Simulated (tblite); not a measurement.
Species: C₈H₅N₃S.
Geometry (GFN2-xTB, Å), atoms numbered from 1 in this order:
```
atom  x, y, z in Å
N1     5.2507    1.3995    0.4588
C2     4.2251    0.9091    0.3049
C3     2.9569    0.3493    0.1256
N4     2.7054   -0.8573   -0.2590
C5     1.3980   -1.1115   -0.3451
C6     0.5677   -0.0597   -0.0140
N7    -0.7999   -0.0248   -0.0097
C8    -1.6362   -1.0679   -0.3290
C9    -2.9219   -0.6397   -0.2086
C10   -2.8811    0.7172    0.1996
C11   -1.5710    1.0641    0.3135
S12    1.5145    1.3248    0.4315
H13    1.0817   -2.0880   -0.6597
H14   -1.2507   -2.0259   -0.6116
H15   -3.8031   -1.2221   -0.3883
H16   -3.7249    1.3510    0.3840
H17   -1.1183    1.9939    0.5969
```

All values are computed: GFN2-xTB (tblite) harmonic vibrations without scaling, gas phase. The method is semi-empirical: single wavenumbers can be off by several per cent or more. One conformer, not necessarily the lowest.

**Question.** How many normal modes are there?

**Answer.** 17 atoms, non-linear: 3N − 6 = 45.

**Question.** What is the point group of the computed structure, and how do the modes divide by symmetry?

**Answer.** Cs. The vibrations span 31 a′ + 14 a″.

**Question.** How many distinct wavenumbers does the calculation give?

**Answer.** 45: Cs has no degenerate species.

**Question.** How many fundamentals are allowed in the infrared by symmetry?

**Answer.** 45 of 45: in Cs every mode is allowed. All fundamentals are allowed in the Raman spectrum.

**Question.** What thermal excitation has the softest real mode at 500 K?

**Answer.** 35.7 cm⁻¹ is a vibrational temperature θ of 51 K. The population of v = 1 over v = 0 is exp(−θ/T) = 0.9, and the mean quantum number is 9.2.
